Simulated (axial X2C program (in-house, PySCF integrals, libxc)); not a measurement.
HfBr: the levels of the configuration d1 s2 p(π)0

Computed with an in-house all-electron X2C program for linear molecules (integrals from PySCF): two-component X2C with atomic mean-field Coulomb and Gaunt terms, basis Hf dyall-v3z, Br dyall-v3z (cores contracted in-house). Orbitals come from Hartree–Fock averaged over the configuration Hf d1 s2 p(π)0; CI then distributes these electrons over the d, s, p(π) shells of Hf.

R = 2.545 Å (near the minimum of the configuration average).

Active spinors (ω > 0):

```
shell    ω  ε (eV)                    character
    d  1/2    0.84  71% Hf d, 21% Hf p, 3% Br p
    d  3/2    0.88                     99% Hf d
    d  5/2    1.10                    100% Hf d
    d  1/2    1.24           84% Hf d, 10% Hf p
    d  3/2    1.27            90% Hf d, 5% Hf p
 p(π)  1/2    1.82   86% Hf p, 6% Hf d, 3% Br p
 p(π)  3/2    2.00            86% Hf p, 6% Hf d
```

Filled shells are left out: they mix freely with the closed shells.

Lowest levels of this model:

```
  Ω  energy (cm⁻¹)     g∥  μ (D)               configuration
3/2              0   2.11  -2.50                   89% d1 s2
5/2           2493   6.00  -2.51        88% d1 s2 + 6% d2 s1
1/2           2829   0.24  -1.91        86% d1 s2 + 6% d2 s1
3/2           4915   3.89  -2.20        85% d1 s2 + 8% d2 s1
1/2           7246   1.75  -1.23       83% d1 s2 + 11% d2 s1
3/2          11095   0.25  -0.95  89% d2 s1 + 9% d1 s1 p(π)1
5/2          12133   4.32  -1.00  91% d2 s1 + 7% d1 s1 p(π)1
1/2          12725   0.48  -0.89                   93% d2 s1
3/2          13272   3.91  -0.91                   93% d2 s1
7/2          13394   8.21  -1.11  92% d2 s1 + 6% d1 s1 p(π)1
1/2          13716   1.27  -0.94                   94% d2 s1
5/2          14402   7.11  -0.86                   94% d2 s1
9/2          14816  11.99  -1.30  92% d2 s1 + 6% d1 s1 p(π)1
7/2          16345   9.77  -0.84                   98% d2 s1
5/2          16432   6.56  -0.91                   96% d2 s1
7/2          23915   7.72  -2.45           89% d2 s1 + 5% d3
9/2          25558  10.04  -2.24           89% d2 s1 + 7% d3
```

g∥ is the magnitude of 2⟨Lz + ge Sz⟩ for the +Ω component. μ is positive if the Br end is positive.

From Ω and g∥ of the lowest level, whose 2⟨Lz + ge Sz⟩ is positive, find ⟨Sz⟩ and ⟨Lz⟩ (ge = 2.0023).

Ω = ⟨Lz⟩ + ⟨Sz⟩ = 3/2 and ⟨Lz⟩ + ge⟨Sz⟩ = 1.055, so ⟨Sz⟩ = -0.44 and ⟨Lz⟩ = 1.94.

Occupations of the active spinors in the lowest level by ω, shell by shell in order of energy: -5/2: 0.00; -3/2: 0.00 0.00 0.01; -1/2: 0.03 0.01 0.94 0.02; 1/2: 0.03 0.02 0.89 0.03; 3/2: 0.96 0.02 0.02; 5/2: 0.02. The leading determinant has weight 0.89 among 82.

This point took 4.1 s on 1 thread of Arm Neoverse N1 (shared host).

There is no dynamic correlation: spin–orbit spacings and, for f shells, spacings inside one term are the most reliable numbers, splittings between terms come out too wide, and energies between configurations are not reliable, so the lowest level need not be the ground state of the molecule. For d shells the ligand-field splittings (σ, π, δ) and their order can be off by a thousand cm⁻¹ or more. At most 4 roots were kept for each Ω > 0 (twice that for Ω = 0) within 3.2 eV of the lowest, so higher up levels can be missing between those listed; levels with Ω > 0 are doubly degenerate and listed once, Ω = 0 levels singly. Some active spinors are only partly of the character that their shell is named for, so the shell names and counts are nominal. States that fill the shells left empty in the average are placed too high.
